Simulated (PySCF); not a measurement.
C$_{2}$HF$_{2}$O$_{2}$, charge +2, doublet, at a GFN2-xTB geometry of the parent state (a state made from the parent by changing its charge; the spin is typed, not shown lowest); TPSS/6-31G (PySCF).

Input for PySCF:
```python
from pyscf import gto, scf, dft

mol = gto.M(
    atom='''
O     1.00908423    1.50155229    0.03543537
C     0.71160733    0.32632795    0.04060336
O     1.60255857   -0.67830943    0.12156161
C    -0.63484075   -0.16142983   -0.03898753
F    -1.68096637    0.62644498   -0.12569638
F    -0.96947956   -1.43320129   -0.03424534
H     2.50027146   -0.31452482    0.17380460
''',
    basis='6-31g',
    charge=2,
    spin=1,
    verbose=4,
)

mf = dft.UKS(mol)
mf.xc = 'tpss'
mf.kernel()
mf.analyze()
```

What the program printed (banner, timings and long lists left out):

```
PySCF version 2.14.0

[INPUT] verbose = 4
[INPUT] num. atoms = 7
[INPUT] num. electrons = 45
[INPUT] charge = 2
[INPUT] spin (= nelec alpha-beta = 2S) = 1
[INPUT] symmetry False subgroup None
[INPUT] Mole.unit = angstrom
[INPUT] Symbol           X                Y                Z      unit          X                Y                Z       unit  Magmom
[...]
nuclear repulsion = 237.109998613144
number of shells = 32
number of NR pGTOs = 136
number of NR cGTOs = 56
basis = 6-31g
ecp = {}

******** <class 'pyscf.dft.uks.UKS'> ********
method = UKS
initial guess = minao
damping factor = 0
level_shift factor = 0
DIIS = <class 'pyscf.scf.diis.CDIIS'>
diis_start_cycle = 1
diis_space = 8
diis_damp = 0
SCF conv_tol = 1e-09
SCF conv_tol_grad = None
SCF max_cycles = 50
direct_scf = True
direct_scf_tol = 1e-13
number electrons alpha = 23  beta = 22
XC library pyscf.dft.libxc version 7.1.2
    S. Lehtola, C. Steigemann, M. J. T. Oliveira, and M. A. L. Marques,  SoftwareX 7, 1–5 (2018)
XC functionals = tpss
    J. Tao, J. P. Perdew, V. N. Staroverov, and G. E. Scuseria,  Phys. Rev. Lett. 91, 146401 (2003)
    J. P. Perdew, J. Tao, V. N. Staroverov, and G. E. Scuseria,  J. Chem. Phys. 120, 6898 (2004)
    J. Tao, J. P. Perdew, V. N. Staroverov, and G. E. Scuseria,  Phys. Rev. Lett. 91, 146401 (2003)
    J. P. Perdew, J. Tao, V. N. Staroverov, and G. E. Scuseria,  J. Chem. Phys. 120, 6898 (2004)
radial grids:
    Treutler-Ahlrichs [JCP 102, 346 (1995); DOI:10.1063/1.469408] (M4) radial grids

becke partition: Becke, JCP 88, 2547 (1988); DOI:10.1063/1.454033
pruning grids: <function nwchem_prune>
grids dens level: 3
symmetrized grids: False
atomic radii adjust function: <function treutler_atomic_radii_adjust>
small_rho_cutoff = 0
Set gradient conv threshold to 3.16228e-05
tot grids = 94736
init E= -427.879661965765

cycle= 1 E= -425.415358516567  delta_E= 2.46  |g|= 0.82  |ddm|=  2.1
cycle= 2 E= -422.563393980159  delta_E= 2.85  |g|= 2.56  |ddm|= 3.17
cycle= 3 E= -425.487098452647  delta_E= -2.92  |g|= 0.824  |ddm|= 2.49
cycle= 4 E= -425.742281586519  delta_E= -0.255  |g|= 0.323  |ddm|= 0.814
cycle= 5 E= -425.773117073861  delta_E= -0.0308  |g|= 0.19  |ddm|= 0.386
cycle= 6 E= -425.786492773705  delta_E= -0.0134  |g|= 0.0669  |ddm|= 0.179
cycle= 7 E= -425.787553836269  delta_E= -0.00106  |g|= 0.0434  |ddm|= 0.0709
cycle= 8 E= -425.788186178108  delta_E= -0.000632  |g|= 0.0159  |ddm|= 0.0376
cycle= 9 E= -425.788294554677  delta_E= -0.000108  |g|= 0.00389  |ddm|= 0.0149
[...]
converged SCF energy = -425.788303336377  <S^2> = 0.75712377  2S+1 = 2.0071111
Total Energy =                        -425.788303336377226
[...]
spin_pop of  1 C 3py       0.00014
spin_pop of  1 C 3pz      -0.00010
spin_pop of  2 O 1s       -0.00000
spin_pop of  2 O 2s       -0.00090
spin_pop of  2 O 3s       -0.00034
spin_pop of  2 O 2px       0.00503
spin_pop of  2 O 2py       0.20653
spin_pop of  2 O 2pz      -0.02006
spin_pop of  2 O 3px      -0.00006
spin_pop of  2 O 3py       0.00056
spin_pop of  2 O 3pz      -0.00004
spin_pop of  3 C 1s       -0.00000
spin_pop of  3 C 2s        0.01422
spin_pop of  3 C 3s        0.00006
spin_pop of  3 C 2px       0.01579
spin_pop of  3 C 2py       0.00009
spin_pop of  3 C 2pz       0.00415
spin_pop of  3 C 3px       0.00016
spin_pop of  3 C 3py       0.00028
spin_pop of  3 C 3pz      -0.00003
spin_pop of  4 F 1s        0.00000
spin_pop of  4 F 2s        0.00004
spin_pop of  4 F 3s        0.00001
spin_pop of  4 F 2px       0.00089
spin_pop of  4 F 2py       0.00030
spin_pop of  4 F 2pz      -0.00483
spin_pop of  4 F 3px       0.00003
spin_pop of  4 F 3py       0.00011
spin_pop of  4 F 3pz       0.00000
spin_pop of  5 F 1s       -0.00000
spin_pop of  5 F 2s        0.00005
spin_pop of  5 F 3s       -0.00001
spin_pop of  5 F 2px       0.02688
spin_pop of  5 F 2py       0.00034
spin_pop of  5 F 2pz      -0.00202
spin_pop of  5 F 3px       0.00009
spin_pop of  5 F 3py       0.00003
spin_pop of  5 F 3pz       0.00002
spin_pop of  6 H 1s       -0.00498
spin_pop of  6 H 2s       -0.00000
 ** Mulliken Spin Density (per atom)  **
spin density of  0 O =      0.83768
spin density of  1 C =     -0.08007
spin density of  2 O =      0.19071
spin density of  3 C =      0.03473
spin density of  4 F =     -0.00343
spin density of  5 F =      0.02537
spin density of  6 H =     -0.00498
 ** Mulliken pop alpha/beta on meta-lowdin orthogonal AOs **
 ** Mulliken pop       alpha | beta **
In total            23.00000 | 22.00000
 ** Mulliken atomic charges   ( Nelec_alpha | Nelec_beta ) **
charge of  0O =      0.21500  (     4.31134      3.47366 )
charge of  1C =      0.47629  (     2.72182      2.80189 )
charge of  2O =     -0.08930  (     4.14001      3.94930 )
charge of  3C =      0.72113  (     2.65680      2.62207 )
charge of  4F =      0.10511  (     4.44573      4.44916 )
charge of  5F =      0.12035  (     4.45251      4.42714 )
charge of  6H =      0.45143  (     0.27179      0.27678 )

WARN: System has nonzero charge 2; the dipole moment is origin-dependent.
Location of origin: [0. 0. 0.]

Dipole moment(X, Y, Z, Debye):  3.96960,  0.77068,  0.24891
```
